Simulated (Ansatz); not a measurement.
`F[SiH2][SiH2]S` + `Cl[SiH]1[CH2][AlH]1` → `[SiH3][SiH2]S` + `[F][Al]1[CH2][SiH]1Cl` at 700 K and 1 bar (redistribution).

Calculated with Ansatz (gas phase, PBE0-D4/def2-TZVP geometries, no zero-point term in ΔE). CBS: MP2 limit from def2 TZ/QZ plus the TZ coupled-cluster correction, frozen cores. One conformer a species, not always the lowest.

```tsv
species	CCSD(T)/CBS energy (Eh)	H − E (kJ/mol)	S (J/(mol·K))
`F[SiH2][SiH2]S`	-1078.81150	199.6	472.0
`Cl[SiH]1[CH2][AlH]1`	-1031.32235	178.5	436.7
`[SiH3][SiH2]S`	-979.55409	206.9	447.4
`[F][Al]1[CH2][SiH]1Cl`	-1130.60396	173.5	462.6
```

H − E and S are ideal-gas, rigid-rotor, harmonic terms from PBE0-D4/def2-TZVP, for one conformer and one mirror image of each species. 1 Eh = 2625.50 kJ/mol, R = 8.31446 J/(mol·K).

By hand: ΔE, ΔH, ΔS and ΔG.

ΔE = (-979.55409) + (-1130.60396) − (-1078.81150) − (-1031.32235) = -0.02420 Eh = -63.5 kJ/mol. Δ(H − E) = 206.9 + 173.5 − 199.6 − 178.5 = 2.3, so ΔH = -61.2 kJ/mol. ΔS = 447.4 + 462.6 − 472.0 − 436.7 = 1.3 J/(mol·K). ΔG = -61.2 − 700 × (1.3)/1000 = -62.1 kJ/mol.

By hand: the equilibrium constant, and the temperature at which ΔG would vanish if ΔH and ΔS stayed fixed.

log₁₀ K = −ΔG/(RT ln 10) = 4.6. ΔH and −TΔS have one sign here, so there is no such temperature.

The number of gas molecules stays the same, so ΔS is small and ΔH decides. A doubt of 5 kJ/mol in ΔE shifts log₁₀ K by 0.4 here. Other conformers and mirror images would add mixing entropy, several J/(mol·K) or more a flexible species. Modes under 60 cm⁻¹, often nearly free rotors, make the harmonic entropy too high. These are equilibria of isolated gas molecules and say nothing of rates. Largest T1 diagnostic: 0.013 (customary marks: 0.02 for closed shells, 0.045 for open ones).

ΔS is within the doubt of such terms, so its sign, and with it that verdict, could turn.
